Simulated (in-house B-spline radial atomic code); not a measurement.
**How G0W0 and RPA depend on the start: Cd**

Configuration [Kr] 4d10 5s2. Computed with an all-electron radial atomic-structure program (B-spline basis): all electrons, scalar-relativistic (spin-free one-electron X2C), finite nucleus, each spin shell either full or empty, empty states to l = 9 with an (l + 1/2)⁻⁴ tail; G0W0 by contour deformation at full frequency.

```csv
start,mean-field 5s (eV),G0W0 (eV),QP weight,RPA correlation (Eh)
Hartree-Fock,-7.653,-8.953,0.944,-3.4315
LDA VWN5,-5.949,-9.133,0.846,-3.779
PBE,-5.655,-9.030,0.816,-3.7712
PBE0,-6.348,-9.068,0.888,-3.6748
r2SCAN,-5.845,-9.131,0.889,-3.7123
HSE06,-6.022,-9.042,0.862,-3.6867
B3LYP (VWN-RPA),-6.352,-9.117,0.881,-3.696
SCAN,-5.962,-9.111,0.883,-3.7146
TPSS,-5.567,-8.998,0.811,-3.7545
BHandHLYP,-7.027,-9.068,0.918,-3.589
CAM-B3LYP,-7.596,-9.163,0.928,-3.6471
LC-wPBE,-8.488,-9.119,0.945,-3.6364
wB97X,-8.471,-9.162,0.945,-3.621
PBEsol,-5.695,?,?,?
BLYP,-5.645,-9.061,0.811,-3.7738
r2SCAN0,-6.533,?,?,?
LDA exchange-only,-4.928,-8.931,0.700,-3.7776
```

(1) What G0W0 level, weight and RPA correlation energy follow from the PBEsol start?

(2) What G0W0 level, weight and RPA correlation energy follow from the r2SCAN0 start?

(3) How much of the dependence on the start does G0W0 remove?

Answers

(1) G0W0 level -9.058 eV, weight 0.826, RPA correlation -3.7744 hartree.

(2) G0W0 level -9.091 eV, weight 0.910, RPA correlation -3.6368 hartree.

(3) The mean-field levels span 3.56 eV and the G0W0 levels 0.232 eV. Against 8.994 eV (NIST, measured) the G0W0 removal energies are off by -0.06 to +0.17 eV, with spin-orbit coupling, Breit and QED terms left out.
